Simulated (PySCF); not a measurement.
**Ionising CaH**

PBE0; Ca aug-pcseg-1, H aug-pcseg-1; no relativity (PySCF 2.14). Neutral (UKS): doublet (σ ↑), Re = 1.988 Å, ωe = 1275 cm⁻¹, De = 1.92 eV, HOMO -4.06 eV, LUMO -1.93 eV.

CaH⁺ (UKS): singlet (closed shell), Re = 1.873 Å, ωe = 1497 cm⁻¹, De = 2.27 eV to Ca⁺ + H. The energies at the minima are -677.86665 hartree for CaH and -677.65985 for CaH⁺.

Q: Work out the adiabatic ionisation energy, without and with harmonic zero-point energies (1 hartree = 27.2114 eV, 1 eV = 8065.5 cm⁻¹), and the change of the bond length.

A: At PBE0: 0.20680 hartree = 5.627 eV between the minima; the zero-point term (1497.0 − 1275.0)/2 cm⁻¹ = +0.014 eV makes it 5.641 eV. Re changes by -11.5 pm against the neutral. The electron leaves a σ orbital, and the shorter bond of the ion fits an antibonding orbital, or a change in how ionic the bond is.

For an ion De counts to the pair picked by the measured ionisation energies or electron affinities, which need not be the lowest pair at this level. States were picked by a PBE0 search and need not be the measured ground states.
